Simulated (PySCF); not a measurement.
**[Pb(CN)3]− at several levels of theory**

Computed with PySCF 2.14.0 (density fitting, no spin-orbit coupling) at the geometry relaxed with B3LYP:

```xyz
7
[Pb(CN)3]− (singlet)
Pb    0.3591    1.2192    0.0000
C    -0.4195   -0.2086    1.7242
N    -0.8773   -0.7479    2.6516
C    -0.4195   -0.2086   -1.7242
N    -0.8773   -0.7479   -2.6516
C     2.5317    0.2720    0.0000
N     3.6659   -0.0007    0.0000
```

```tsv
level	basis	state	HOMO (eV)	gap (eV)	charge on Pb1 (e)	dipole about the centre of mass (D)	largest force component (eV/Å)
B3LYP	Pb def2-SVP with ECP60, C def2-SVP, N def2-SVP	singlet	-3.67	6.35	0.51	8.01	0.01
HF	the same	singlet	-6.50	11.96	0.93	8.59	3.13
wB97X	the same	singlet	-6.05	10.74	0.59	8.14	0.45
M06-L	the same	singlet	-2.85	5.29	0.71	8.23	0.56
B3LYP	Pb def2-TZVP with ECP60, C def2-TZVP, N def2-TZVP	singlet	-4.05	6.30	0.55	8.52	0.93
B3LYP	Pb x2c-SVPall, C x2c-SVPall, N x2c-SVPall	singlet	-3.71	6.39	0.60	8.01	0.85
```

Charges are Mulliken's, which hang on the basis. The relaxation used the grid (50, 194), these runs (75, 302) or, all-electron (x2c bases, spin-free X2C Hamiltonian), (99, 590).

Task: What does r2SCAN with Pb def2-SVP with ECP60, C def2-SVP, N def2-SVP give here?

Result: state singlet, HOMO (eV) -3.05, gap (eV) 5.37, charge on Pb1 (e) 0.58, dipole about the centre of mass (D) 7.98, largest force component (eV/Å) 0.59. Time: 7.4 s on 2 threads of Arm Neoverse V1 (shared host), from an already converged density.

In the first row's basis the gap widens with exact exchange: 5.3 to 5.4 eV for M06-L, r2SCAN (none); 6.4 eV for B3LYP (a fixed share); 10.7 to 12.0 eV for wB97X, Hartree–Fock (rising or full at long range).

No frequency check is given that shows the relaxed geometry to be a minimum.
